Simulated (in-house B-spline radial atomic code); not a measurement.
The numbers below are computed, except where a source is named.
Correlation energy from the adiabatic connection: ω²r²/2 − Z/r, ω = 0.123, Z = 0.7

Two electrons in a singlet, external potential ω²r²/2 − Z/r, ω = 0.123, Z = 0.7 (atomic units). Full CI in B-splines (partial waves to l = 8, correlation up to 0.6 % small) with the density held fixed gives W(λ) = <V_ee>_λ − U, and E_c is the integral of W(λ) − W(0) from 0 to 1.

| λ | W(λ) − W(0) (hartree) |
| --- | --- |
| 0 | 0.00000 |
| 0.02 | -0.00184 |
| 0.05 | -0.00452 |
| 0.12 | -0.01040 |
| 0.25 | -0.02013 |
| 0.4 | -0.02976 |
| 0.6 | -0.04050 |
| 0.8 | -0.04940 |
| 1 | -0.05690 |

(1) Integrate the table by the trapezoid rule.

(2) Now use only three numbers: W(0) = -0.37114, the initial slope W'(0) = -0.09323 (extrapolated from the first points) and the strong-coupling limit of the point-charge-plus-continuum model, W∞ = -0.51961. What do second-order theory and the interpolation W(λ) = W∞ + (W(0) − W∞)/√(1 + 2χλ) of Seidl, Perdew and Levy give?

Results:

(1) The strips give -0.00002, -0.00010, -0.00052, -0.00198, -0.00374, -0.00703, -0.00899, -0.01063, which sum to -0.03301 hartree. The direct value, W(1) − W(0) + T_c with T_c = 0.02377, is -0.03313; the curve is convex, so chords lie above it and the trapezoids fall short in size by 0.37 %.

(2) Second order keeps the slope alone: E_c = W'(0)/2 = -0.04661, +41 % in size against -0.03313. Matching the slope fixes χ = W'(0)/(W∞ − W(0)) = -0.09323/(-0.14847) = 0.62794. Integrating, with s = √(1 + 2χ) = 1.501958, E_c = −(W(0) − W∞)(s − 1)/(s + 1) = −0.14847 × 0.501958/2.501958 = -0.02979 hartree, -10.1 % in size against the full result. At λ = 1 the formula gives W − W(0) = -0.04962 against -0.05690. Part of the miss can come from the model's W∞.
